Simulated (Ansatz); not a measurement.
Steps of a relaxation of AlFGeH5N (`[NH2][AlH][GeH2][F]`) with RKS PBE-D4/def2-SVP.

```sh
$ ansatz run in.yaml --threads 4 --pin off --events-out ev --progress --plain --max-ram 10444MiB
```

```yaml
crystal:
  periodic: [false, false, false]
  atoms:
    - {symbol: N, position_ang: [-0.514100, 1.641300, -1.271100]}
    - {symbol: Al, position_ang: [0.754800, 0.547900, -0.499900]}
    - {symbol: Ge, position_ang: [0.045200, -1.243400, 0.991700]}
    - {symbol: F, position_ang: [-0.912700, -2.338800, 0.147700]}
    - {symbol: H, position_ang: [-1.096500, 2.105800, -0.512300]}
    - {symbol: H, position_ang: [-1.224200, 1.081200, -1.801700]}
    - {symbol: H, position_ang: [2.331400, 0.778100, -0.825100]}
    - {symbol: H, position_ang: [-0.632200, -0.624300, 2.214500]}
    - {symbol: H, position_ang: [1.336700, -1.994000, 1.539100]}
basis:
  gaussian: {orbitals: def2-SVP}
hamiltonian: {xc: pbe, dispersion: d4}
relax: {f_tol: 0.03, max_steps: 200}
```

Positions (Å) and forces (eV/Å) along the path, 15 of 28 steps:

```xyz
9
step=1 energy=-67375.0135 eV
N    -0.514    1.641   -1.271   -0.876   -0.035    0.669
Al    0.755    0.548   -0.500    0.200    0.482   -0.662
Ge    0.045   -1.243    0.992    2.875    1.648    1.331
F    -0.913   -2.339    0.148   -1.840   -1.943   -1.202
H    -1.097    2.106   -0.512    0.584   -0.375   -0.886
H    -1.224    1.081   -1.802    0.409    0.414    0.240
H     2.331    0.778   -0.825   -0.287    0.042    0.061
H    -0.632   -0.624    2.215   -0.595   -0.120    0.500
H     1.337   -1.994    1.539   -0.470   -0.113   -0.051
9
step=3 energy=-67375.3520 eV
N    -0.526    1.659   -1.316   -0.044   -0.307    0.235
Al    0.754    0.592   -0.543   -0.085    0.097   -0.007
Ge    0.169   -1.255    1.082    0.033    0.239    0.113
F    -0.960   -2.303    0.187    0.009   -0.052   -0.006
H    -1.098    2.172   -0.625    0.061    0.031   -0.105
H    -1.220    1.146   -1.884    0.074    0.090   -0.032
H     2.292    0.889   -0.869   -0.003    0.002   -0.034
H    -0.646   -0.768    2.341    0.083   -0.097   -0.101
H     1.324   -2.178    1.610   -0.127   -0.004   -0.063
9
step=4 energy=-67375.2977 eV rejected
N    -0.523    1.581   -1.233   -0.799    0.697   -0.139
Al    0.739    0.653   -0.412    0.584   -0.641   -0.313
Ge    0.141   -1.252    1.111    0.217    0.006    0.379
F    -0.947   -2.342    0.214    0.025    0.123   -0.055
H    -1.104    2.263   -0.735   -0.028    0.068    0.117
H    -1.127    1.207   -1.968    0.074   -0.158   -0.178
H     2.223    0.886   -0.995    0.030   -0.069    0.298
H    -0.638   -0.873    2.417   -0.048   -0.019   -0.049
H     1.324   -2.166    1.584   -0.055   -0.005   -0.058
9
step=7 energy=-67375.4504 eV
N    -0.558    1.596   -1.202   -0.434   -0.041   -0.451
Al    0.750    0.590   -0.492    0.192   -0.059    0.009
Ge    0.179   -1.208    1.149    0.057    0.032    0.083
F    -0.936   -2.215    0.182   -0.003    0.031   -0.010
H    -1.255    2.072   -0.623   -0.109   -0.127    0.111
H    -1.042    1.319   -2.077    0.390    0.266    0.271
H     2.261    0.819   -0.982   -0.056   -0.090   -0.054
H    -0.620   -0.830    2.434   -0.050    0.003    0.045
H     1.309   -2.190    1.595    0.014   -0.015   -0.004
9
step=8 energy=-67375.5511 eV
N    -0.574    1.581   -1.165   -0.773    0.128   -0.325
Al    0.750    0.581   -0.488    0.227   -0.020   -0.002
Ge    0.178   -1.191    1.169    0.126    0.049    0.103
F    -0.935   -2.188    0.194   -0.062   -0.014   -0.042
H    -1.361    1.952   -0.600    0.294   -0.399   -0.268
H    -0.916    1.454   -2.140    0.371    0.344    0.519
H     2.248    0.773   -1.041   -0.130   -0.098   -0.069
H    -0.612   -0.829    2.459   -0.079    0.018    0.079
H     1.309   -2.179    1.594    0.025   -0.007    0.006
9
step=9 energy=-67375.6722 eV
N    -0.595    1.573   -1.138   -0.206   -0.145   -0.167
Al    0.753    0.574   -0.491    0.059    0.064   -0.057
Ge    0.176   -1.176    1.186    0.130    0.058    0.053
F    -0.935   -2.169    0.206   -0.067   -0.023   -0.022
H    -1.444    1.793   -0.594    0.177   -0.233   -0.340
H    -0.797    1.609   -2.154    0.113    0.320    0.503
H     2.232    0.726   -1.104   -0.153   -0.055   -0.063
H    -0.616   -0.814    2.475   -0.060    0.009    0.068
H     1.314   -2.162    1.598    0.007    0.005    0.025
9
step=10 energy=-67375.7453 eV
N    -0.597    1.605   -1.146   -0.246   -0.177   -0.162
Al    0.703    0.549   -0.498    0.160    0.059   -0.067
Ge    0.188   -1.198    1.219   -0.001    0.108   -0.074
F    -0.903   -2.228    0.253   -0.062   -0.038   -0.019
H    -1.493    1.760   -0.660    0.194   -0.127   -0.313
H    -0.702    1.784   -2.162    0.080    0.178    0.572
H     2.167    0.675   -1.152   -0.129   -0.055   -0.041
H    -0.625   -0.839    2.498   -0.009    0.004    0.072
H     1.349   -2.156    1.631    0.013    0.047    0.033
9
step=11 energy=-67375.7879 eV
N    -0.632    1.521   -1.130    0.058    0.664   -1.536
Al    0.727    0.537   -0.516   -0.017   -0.081    0.051
Ge    0.178   -1.185    1.207    0.011    0.015    0.031
F    -0.925   -2.234    0.272    0.016   -0.010    0.022
H    -1.553    1.670   -0.703    0.090   -0.137   -0.102
H    -0.619    1.956   -2.107   -0.023   -0.525    1.608
H     2.173    0.643   -1.204   -0.123    0.023   -0.033
H    -0.612   -0.842    2.508   -0.025    0.072   -0.011
H     1.351   -2.113    1.656    0.013   -0.020   -0.030
9
step=14 energy=-67375.8825 eV
N    -0.615    1.469   -1.120   -0.012    0.037   -0.094
Al    0.769    0.494   -0.564    0.054    0.002   -0.014
Ge    0.183   -1.180    1.175   -0.007   -0.041    0.038
F    -0.993   -2.204    0.305   -0.005   -0.014    0.034
H    -1.570    1.383   -0.760    0.019    0.019   -0.042
H    -0.595    2.113   -1.918   -0.030   -0.016    0.092
H     2.197    0.714   -1.250   -0.021    0.012    0.012
H    -0.585   -0.681    2.443    0.013    0.001   -0.018
H     1.296   -2.155    1.673   -0.011    0.000   -0.008
9
step=15 energy=-67375.8877 eV
N    -0.615    1.438   -1.149   -0.051    0.003   -0.001
Al    0.786    0.503   -0.563    0.043    0.008   -0.032
Ge    0.186   -1.186    1.167    0.002    0.031    0.032
F    -1.068   -2.151    0.344   -0.022   -0.027    0.012
H    -1.570    1.295   -0.807    0.032    0.033   -0.058
H    -0.614    2.132   -1.904    0.005   -0.038    0.056
H     2.228    0.782   -1.195   -0.021    0.007    0.019
H    -0.513   -0.650    2.459    0.013   -0.008   -0.010
H     1.269   -2.209    1.631   -0.001   -0.009   -0.017
9
step=16 energy=-67375.8910 eV
N    -0.615    1.412   -1.191   -0.150   -0.021    0.035
Al    0.794    0.518   -0.553    0.006    0.056   -0.076
Ge    0.182   -1.192    1.161   -0.108   -0.054    0.017
F    -1.177   -2.098    0.426    0.131    0.101    0.063
H    -1.579    1.195   -0.906    0.158    0.075   -0.082
H    -0.621    2.156   -1.898    0.032   -0.123    0.088
H     2.261    0.868   -1.101   -0.075   -0.012    0.048
H    -0.406   -0.633    2.505    0.053   -0.048   -0.078
H     1.249   -2.272    1.539   -0.048    0.027   -0.016
9
step=17 energy=-67375.8945 eV
N    -0.619    1.414   -1.196   -0.095   -0.039    0.017
Al    0.786    0.520   -0.549    0.001    0.060   -0.040
Ge    0.187   -1.191    1.168   -0.061   -0.037    0.026
F    -1.180   -2.076    0.430    0.058    0.054    0.037
H    -1.587    1.198   -0.930    0.103    0.051   -0.047
H    -0.613    2.148   -1.912    0.034   -0.089    0.066
H     2.253    0.877   -1.083   -0.049   -0.004    0.028
H    -0.382   -0.651    2.525    0.035   -0.022   -0.063
H     1.244   -2.285    1.528   -0.026    0.026   -0.025
9
step=18 energy=-67375.9018 eV
N    -0.627    1.388   -1.221    0.017   -0.020    0.008
Al    0.780    0.539   -0.525   -0.034   -0.012    0.022
Ge    0.190   -1.194    1.172    0.004    0.022   -0.006
F    -1.236   -2.011    0.475    0.005    0.018    0.012
H    -1.602    1.174   -0.990    0.009   -0.007   -0.009
H    -0.593    2.115   -1.941    0.007   -0.007    0.003
H     2.249    0.939   -1.006   -0.003    0.015   -0.003
H    -0.297   -0.668    2.563    0.011   -0.015   -0.013
H     1.225   -2.329    1.456   -0.017    0.005   -0.014
9
step=20 energy=-67375.9130 eV
N    -0.633    1.312   -1.271    0.055   -0.025    0.050
Al    0.790    0.585   -0.470   -0.073    0.026   -0.044
Ge    0.206   -1.183    1.185   -0.111   -0.086   -0.008
F    -1.354   -1.800    0.551    0.144    0.066    0.072
H    -1.609    1.044   -1.107    0.100   -0.018   -0.005
H    -0.584    2.047   -1.982   -0.032   -0.005   -0.005
H     2.252    1.101   -0.869   -0.039   -0.001    0.016
H    -0.117   -0.714    2.646    0.033   -0.044   -0.073
H     1.138   -2.439    1.300   -0.077    0.086   -0.003
9
step=28 energy=-67375.9440 eV
N    -0.580    1.120   -1.311   -0.013   -0.006   -0.002
Al    0.889    0.709   -0.394   -0.009   -0.008    0.007
Ge    0.210   -1.113    1.156    0.003   -0.009    0.009
F    -1.508   -1.244    0.660    0.002    0.002    0.000
H    -1.450    0.611   -1.121    0.015    0.010   -0.003
H    -0.716    1.820   -2.044   -0.005   -0.006    0.003
H     2.283    1.446   -0.627    0.013    0.008   -0.002
H     0.166   -0.845    2.694    0.000   -0.002   -0.013
H     0.794   -2.550    0.971   -0.006    0.011    0.001
```

It took 21 s on 4 threads of a server CPU on a shared host, with 0.17 GiB of host memory at the peak.
